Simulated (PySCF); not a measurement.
Dipole response of Sc (scandium, neutral)

[Ar] 3d1 4s2, 2D determinant. All numbers are calculated (PySCF 2.14, scalar relativity by spin-free X2C-1e, in x2c-QZVPPall with one added diffuse shell each of s, p, d, f, g type (12s8p6d4f3g, 121 functions)). Coupled (time-dependent) response in atomic units; α is the mean over directions.

| method | mean α (bohr³) | α xx, yy, zz | C₆ (like pair) | S(−4) |
| --- | --- | --- | --- | --- |
| M06 | 102.7 | 101.1, 101.1, 105.8 | 1110 | 5994 |

S(−4) is the Cauchy moment in α(ω) = α(0) + S(−4) ω² + …

Reference α: 97 ± 10 bohr³ (recommended; Schwerdtfeger and Nagle, table of static dipole polarizabilities (2023 update)). Published C₆: 1383 (Chu and Dalgarno (2004); Tang, Norbeck and Certain (1976)).

α(iu) at M06:

```json
{"u (hartree)": "0", "α(iu) (bohr³)": "102.7"}
{"u (hartree)": "0.0500", "α(iu) (bohr³)": "89.75"}
{"u (hartree)": "0.100", "α(iu) (bohr³)": "65.96"}
{"u (hartree)": "0.200", "α(iu) (bohr³)": "33.89"}
{"u (hartree)": "0.300", "α(iu) (bohr³)": "20.02"}
{"u (hartree)": "0.500", "α(iu) (bohr³)": "9.869"}
{"u (hartree)": "0.750", "α(iu) (bohr³)": "5.700"}
{"u (hartree)": "1.00", "α(iu) (bohr³)": "3.899"}
{"u (hartree)": "1.50", "α(iu) (bohr³)": "2.256"}
{"u (hartree)": "2.00", "α(iu) (bohr³)": "1.490"}
{"u (hartree)": "3.00", "α(iu) (bohr³)": "0.7898"}
{"u (hartree)": "5.00", "α(iu) (bohr³)": "0.3326"}
```

A single London oscillator, α(iu) = α/(1 + u²/ω²), gives C₆ = (3/4) ω α². Matching the computed C₆ needs ω = 4 × 1110 / (3 × 102.7²) = 0.140 hartree.

The components differ because the open shell of this determinant is not spherical; for a pure term their mean is the scalar polarisability.
